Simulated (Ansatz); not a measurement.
Born–Oppenheimer molecular dynamics of CH5F2NOSi (11 atoms, charge 0, multiplicity 1). It goes on from the last frame of an earlier run, with new velocities.

These are results of RKS LDA/6-31G* in Ansatz, not measurements.

| Property | Result |
| --- | --- |
| ensemble | NVT, Langevin thermostat |
| time step | 0.25 fs |
| steps asked | 250 |
| set temperature | 1000 K |
| friction | 0.05 /fs |
| seed | 620104 |

Frames 2.5 fs apart, positions in Å, forces in eV/Å.

Velocities at 32.5 fs (Å/ps):

```
Si 4.01 -5.60 -0.53
N -1.14 -4.88 -15.00
H -23.37 42.70 19.11
H -15.94 -29.44 -9.23
O 0.18 0.87 5.61
C -1.59 5.93 -17.37
H -8.22 24.12 36.03
H 22.93 75.48 -11.73
H -4.45 25.61 2.16
F 4.77 7.12 -2.29
F 1.27 -3.62 9.86
```

```xyz
11
Properties=species:S:1:pos:R:3:forces:R:3 time_fs=32.5 energy_less_start_eV=0.405 T=951
Si -0.090 -0.057 -0.120 1.11 1.56 1.61
N 0.548 -0.348 1.497 -1.37 -1.44 -5.38
H -0.097 -0.313 2.188 -2.34 0.17 3.50
H 1.453 -0.049 1.662 2.38 0.96 0.75
O 1.162 -0.167 -1.106 -1.45 2.14 -1.66
C 2.217 -0.964 -0.843 0.41 -1.36 0.00
H 2.159 -1.804 -1.540 0.83 -0.34 -0.60
H 3.177 -0.408 -0.864 -0.04 -0.33 0.11
H 1.913 -1.411 0.090 1.30 -0.80 1.43
F -0.505 1.489 -0.204 -0.53 -0.38 -0.16
F -1.304 -0.923 -0.644 -0.31 -0.18 0.41
11
Properties=species:S:1:pos:R:3:forces:R:3 time_fs=35 energy_less_start_eV=0.649 T=903
Si -0.081 -0.066 -0.124 0.04 2.73 1.45
N 0.543 -0.363 1.458 -1.94 -0.44 0.04
H -0.127 -0.239 2.249 0.76 -0.19 -0.50
H 1.490 -0.072 1.686 0.12 0.20 0.01
O 1.159 -0.159 -1.098 -2.02 2.34 -2.68
C 2.199 -0.951 -0.887 3.12 1.63 3.34
H 2.172 -1.782 -1.498 0.74 -2.07 -2.29
H 3.221 -0.243 -0.902 -2.02 -2.25 0.05
H 1.907 -1.365 0.110 1.84 -0.50 0.36
F -0.487 1.514 -0.214 -0.34 -1.33 -0.11
F -1.303 -0.936 -0.620 -0.30 -0.12 0.33
11
Properties=species:S:1:pos:R:3:forces:R:3 time_fs=37.5 energy_less_start_eV=0.672 T=830
Si -0.075 -0.066 -0.137 -0.98 3.54 2.04
N 0.530 -0.379 1.422 0.96 0.50 2.92
H -0.103 -0.204 2.257 0.56 -0.46 -1.22
H 1.533 -0.088 1.802 -2.45 -0.63 -1.61
O 1.138 -0.143 -1.099 -0.49 1.52 -3.39
C 2.189 -0.931 -0.908 2.95 -1.79 1.50
H 2.199 -1.879 -1.569 0.44 1.39 0.15
H 3.179 -0.238 -0.916 -1.61 -1.93 -0.14
H 1.972 -1.366 0.120 1.45 -0.13 -0.33
F -0.460 1.542 -0.217 -0.34 -1.87 -0.12
F -1.297 -0.946 -0.594 -0.49 -0.15 0.19
11
Properties=species:S:1:pos:R:3:forces:R:3 time_fs=40 energy_less_start_eV=0.645 T=653
Si -0.072 -0.060 -0.144 -1.62 3.56 2.53
N 0.529 -0.385 1.403 2.85 -0.22 0.89
H -0.043 -0.167 2.168 -1.91 0.13 1.56
H 1.504 -0.142 1.847 -1.87 -0.51 -1.99
O 1.115 -0.126 -1.107 1.55 0.44 -3.53
C 2.200 -0.908 -0.925 -0.37 -4.64 0.23
H 2.245 -1.897 -1.648 0.00 2.34 1.10
H 3.083 -0.340 -0.958 1.79 0.89 -0.41
H 2.111 -1.377 0.100 0.51 0.07 -0.41
F -0.446 1.556 -0.210 -0.41 -1.98 -0.10
F -1.300 -0.945 -0.574 -0.51 -0.09 0.14
11
Properties=species:S:1:pos:R:3:forces:R:3 time_fs=42.5 energy_less_start_eV=0.425 T=864
Si -0.074 -0.042 -0.146 -1.30 2.68 2.42
N 0.529 -0.399 1.395 -0.77 -0.77 -0.42
H -0.092 -0.147 2.121 -1.42 0.12 1.34
H 1.431 -0.235 1.790 1.26 0.22 -0.38
O 1.103 -0.105 -1.127 2.52 -0.66 -2.95
C 2.219 -0.907 -0.948 -3.00 -4.26 0.24
H 2.297 -1.805 -1.672 -0.38 1.13 0.54
H 3.027 -0.346 -1.067 4.26 2.81 -0.67
H 2.261 -1.379 0.068 -0.13 0.21 -0.19
F -0.433 1.561 -0.206 -0.59 -1.59 -0.05
F -1.301 -0.945 -0.561 -0.44 0.11 0.14
11
Properties=species:S:1:pos:R:3:forces:R:3 time_fs=45 energy_less_start_eV=0.234 T=1070
Si -0.083 -0.018 -0.146 -0.20 1.16 2.18
N 0.515 -0.414 1.403 -3.28 0.08 0.90
H -0.197 -0.124 2.150 1.35 -0.67 -0.88
H 1.447 -0.273 1.725 1.03 0.36 0.14
O 1.096 -0.082 -1.160 2.67 -1.62 -1.75
C 2.234 -0.917 -0.967 1.58 3.54 1.25
H 2.342 -1.677 -1.654 -0.33 -2.17 -2.29
H 3.130 -0.214 -1.185 -0.85 -0.98 0.52
H 2.412 -1.406 0.029 -0.66 0.59 -0.11
F -0.417 1.556 -0.199 -0.90 -0.59 -0.09
F -1.298 -0.949 -0.552 -0.41 0.30 0.12
11
Properties=species:S:1:pos:R:3:forces:R:3 time_fs=47.5 energy_less_start_eV=0.459 T=634
Si -0.100 0.007 -0.147 1.04 -0.82 1.70
N 0.496 -0.423 1.412 -0.86 0.26 0.03
H -0.215 -0.121 2.127 1.37 -0.45 -0.14
H 1.514 -0.303 1.637 -1.37 0.19 0.03
O 1.090 -0.071 -1.190 2.25 -1.88 -0.57
C 2.252 -0.910 -0.981 2.18 4.59 -0.33
H 2.353 -1.630 -1.736 -0.28 -1.67 -1.42
H 3.166 -0.114 -1.273 -1.76 -1.99 0.97
H 2.525 -1.359 0.013 -0.91 0.43 -0.21
F -0.405 1.546 -0.202 -1.29 0.83 -0.12
F -1.302 -0.954 -0.543 -0.37 0.51 0.08
11
Properties=species:S:1:pos:R:3:forces:R:3 time_fs=50 energy_less_start_eV=0.421 T=1035
Si -0.112 0.029 -0.154 1.85 -2.58 1.29
N 0.466 -0.431 1.411 2.25 -0.83 -3.51
H -0.157 -0.141 2.083 -1.39 0.83 2.99
H 1.504 -0.340 1.559 -1.50 0.18 0.31
O 1.093 -0.070 -1.217 1.38 -1.65 0.32
C 2.272 -0.894 -1.013 0.83 1.79 -3.59
H 2.351 -1.656 -1.872 -0.43 0.36 1.31
H 3.074 -0.151 -1.341 -0.22 -0.77 0.60
H 2.609 -1.307 -0.053 -0.88 -0.10 0.52
F -0.401 1.540 -0.209 -1.54 2.11 -0.19
F -1.308 -0.952 -0.531 -0.36 0.65 -0.04
11
Properties=species:S:1:pos:R:3:forces:R:3 time_fs=52.5 energy_less_start_eV=0.459 T=873
Si -0.124 0.039 -0.163 2.36 -3.06 0.84
N 0.435 -0.441 1.391 -1.42 -0.58 -2.95
H -0.153 -0.171 2.128 -0.58 0.42 1.95
H 1.411 -0.380 1.465 1.86 0.32 0.90
O 1.100 -0.062 -1.242 0.39 -1.27 0.94
C 2.276 -0.884 -1.074 -0.95 -0.70 -1.17
H 2.272 -1.663 -1.923 -0.07 0.34 1.47
H 3.003 -0.198 -1.386 1.99 1.13 -0.53
H 2.670 -1.270 -0.059 -1.37 0.20 -0.90
F -0.395 1.543 -0.213 -1.61 2.68 -0.26
F -1.319 -0.939 -0.515 -0.60 0.52 -0.29
11
Properties=species:S:1:pos:R:3:forces:R:3 time_fs=55 energy_less_start_eV=0.437 T=603
Si -0.135 0.039 -0.174 3.12 -2.23 0.73
N 0.406 -0.443 1.372 -2.05 0.46 0.89
H -0.165 -0.131 2.235 1.50 -0.67 -1.56
H 1.405 -0.382 1.436 0.80 0.22 0.73
O 1.104 -0.058 -1.258 -0.33 -0.98 1.04
C 2.275 -0.880 -1.137 -0.88 1.22 2.08
H 2.199 -1.643 -1.872 0.19 -1.45 -0.58
H 2.992 -0.164 -1.412 1.97 0.80 -0.84
H 2.667 -1.213 -0.069 -1.36 0.12 -1.52
F -0.390 1.548 -0.226 -1.57 2.60 -0.31
F -1.317 -0.924 -0.501 -1.38 -0.08 -0.65
11
Properties=species:S:1:pos:R:3:forces:R:3 time_fs=57.5 energy_less_start_eV=0.332 T=749
Si -0.130 0.036 -0.184 3.00 -0.72 0.49
N 0.365 -0.445 1.357 1.13 0.42 2.03
H -0.111 -0.139 2.276 0.93 -0.60 -1.88
H 1.422 -0.389 1.435 -1.37 0.01 0.29
O 1.110 -0.060 -1.267 -0.58 -0.84 0.85
C 2.266 -0.886 -1.178 1.08 4.05 1.61
H 2.162 -1.686 -1.849 0.27 -1.67 -1.11
H 3.068 -0.097 -1.449 -0.39 -1.60 -0.29
H 2.614 -1.165 -0.125 -0.87 -0.27 -0.75
F -0.391 1.562 -0.246 -1.32 1.73 -0.32
F -1.313 -0.910 -0.489 -1.89 -0.51 -0.94
11
Properties=species:S:1:pos:R:3:forces:R:3 time_fs=60 energy_less_start_eV=0.324 T=794
Si -0.114 0.032 -0.187 2.70 0.92 -0.06
N 0.334 -0.448 1.348 1.99 -0.31 0.94
H -0.005 -0.188 2.269 -0.73 0.10 -0.07
H 1.361 -0.424 1.448 -0.09 -0.09 -0.07
O 1.125 -0.065 -1.284 -1.47 -0.34 0.85
C 2.256 -0.875 -1.203 1.16 2.41 -2.64
H 2.152 -1.798 -1.844 0.43 0.70 0.21
H 3.110 -0.080 -1.516 -1.10 -2.28 0.09
H 2.520 -1.142 -0.223 0.31 -0.83 2.16
F -0.401 1.579 -0.266 -0.94 0.55 -0.25
F -1.301 -0.896 -0.481 -2.25 -0.84 -1.16
```

Of the whole run (62 fs, mean temperature of the second half 830 K): The mean temperature of the second half is 17 % below the set value. A run of 0.062 ps of so small a system gives no equilibrium averages.

Time of the run: 3 min on 4 threads of Arm Neoverse V1, with other jobs on the host, peak memory 0.14 GiB.
